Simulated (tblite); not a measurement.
Species: C5H11ClO2S.
Cartesian coordinates in Å at the GFN2-xTB level; atoms count from 1:
```xyz
20
C5H11ClO2S angstrom
C     -1.775    1.055    0.542
C     -0.743    0.407   -0.383
C     -1.179   -1.000   -0.784
C      0.639    0.415    0.263
C      0.908   -0.580    1.362
S      1.812    0.025   -1.075
O      1.604    0.873   -2.204
O      1.949   -1.378   -1.297
Cl     3.571    0.633   -0.232
H     -1.903    0.469    1.449
H     -1.471    2.062    0.818
H     -2.735    1.114    0.038
H     -0.661    1.015   -1.291
H     -2.089   -0.948   -1.378
H     -0.410   -1.485   -1.378
H     -1.385   -1.608    0.094
H      0.915    1.429    0.552
H      0.864   -1.590    0.963
H      1.901   -0.418    1.775
H      0.180   -0.479    2.164
```

Level: GFN2-xTB in tblite, geometry and Hessian alike; calculated harmonic values, unscaled, isolated species. This tight-binding method is rough: wavenumbers can miss measured ones by several per cent, in bad cases by 10 to 20. One conformer, not necessarily the lowest.

Harmonic wavenumbers (cm⁻¹): 34.2, 83.7, 125.2, 171.1, 188.5, 209.0, 224.6, 245.2, 262.8, 281.3, 298.2, 325.6, 364.0, 394.9, 493.5, 515.8, 564.4, 699.0, 829.4, 949.3, 956.2, 985.9, 990.5, 1046.8, 1072.1, 1115.4, 1140.0, 1169.4, 1180.8, 1210.6, 1279.2, 1290.6, 1319.4, 1338.2, 1403.4, 1408.1, 1422.8, 1468.9, 1478.3, 1491.1, 1498.7, 1502.9, 1506.7, 2944.9, 2974.3, 3034.3, 3038.9, 3042.6, 3043.4, 3044.5, 3048.8, 3055.7, 3059.5, 3065.3.

A = 2018, B = 820.6, C = 762.6 MHz; mass 170.017 u (most abundant isotopes); point group C1, symmetry number 1.

Problem. What is the zero-point energy?

Solution. Half the sum of the wavenumbers: 34944 cm⁻¹ = 418.02 kJ/mol.

Problem. Give the ideal-gas entropy at 400 K and 1 bar in the rigid-rotor, harmonic-oscillator model (classical rotation).

Solution. Translation 179.02, rotation 128.86, vibration 190.91: S = 498.8 J/(mol K).

Problem. And Cp and H(400 K) − H(0)?

Solution. Cp = 218.20 J/(mol K), of which vibrations give 184.95 (their classical limit is 54 R = 449.0); H(400 K) − H(0) = 52.90 kJ/mol without the zero-point energy, 39.60 from vibrations.

Problem. Which modes carry the vibrational entropy at 400 K?

Solution. 34.2 cm⁻¹: 25.74; 83.7 cm⁻¹: 18.33; 125.2 cm⁻¹: 15.02; 171.1 cm⁻¹: 12.48; 188.5 cm⁻¹: 11.70; 209.0 cm⁻¹: 10.88 J/(mol K); the other 48 give 96.76 together.

Problem. What must be added to the electronic energy to get the Gibbs energy at 400 K and 1 bar?

Solution. ZPE + [H(400 K) − H(0)] − T·S = 418.02 + 52.90 − 199.51 = 271.41 kJ/mol.

Problem. Blend soft modes into free rotors: weight 1/[1 + (100 cm⁻¹/ν̃)⁴] for the oscillator and the rest for a rotor with moment μB/(μ + B), μ = h/(8π²ν), B = 10⁻⁴⁴ kg m². What vibrational entropy results?

Solution. 178.86 J/(mol K) in place of 190.91, which changes −T·S at 400 K by +4.82 kJ/mol.

Problem. How do the functions run with temperature in this model?

Solution. 
```
 T (K)  S (J/(mol K))  Cp (J/(mol K))  H − H(0) (kJ/mol)  G − H(0) (kJ/mol)  ln q(vib)
   150          341.6           116.3              10.79             -40.44       3.32
   250          411.2           158.6              24.60             -78.20       6.47
298.15          440.8           178.0              32.70             -98.72       7.97
   600          600.3           283.1             103.40            -256.76      16.82
   900          728.2           347.1             198.72            -456.68      24.76
```

q(vib) and H(0) count from the zero-point level.

Hindered rotation and anharmonicity are outside this model. Other conformers, if any are populated, would add a mixing term that is left out. The structure is chiral; the term R ln 2 for an equal mix with its mirror image is left out.
